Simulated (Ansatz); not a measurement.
H5NOSSi2. Total charge 0; spin multiplicity 1.

Z-matrix (Å, degrees):
```
Si
N 1 1.726
Si 1 2.440 2 45.1
S 1 2.117 2 117.5 3 119.4
O 1 1.670 2 88.2 3 0.4
H 1 1.479 2 118.1 3 -115.1
H 2 1.002 1 134.0 3 -176.9
H 3 1.483 1 124.8 2 -93.9
H 3 1.485 1 125.8 2 92.8
H 4 1.345 1 94.0 2 -45.0
```

Q: Give the diagnostics of a CCSD(T)/def2-TZVPP run (frozen core, Ansatz 0.2.0). (Estimate.)

A: Ansatz gave: T1 = 0.0120, largest single amplitude 0.013, largest double 0.018, (T) share of the correlation energy 4.0 %, 9 CCSD cycles. The RHF solution is stable towards an unrestricted one. T1 lies under the customary mark of 0.02 for closed shells.
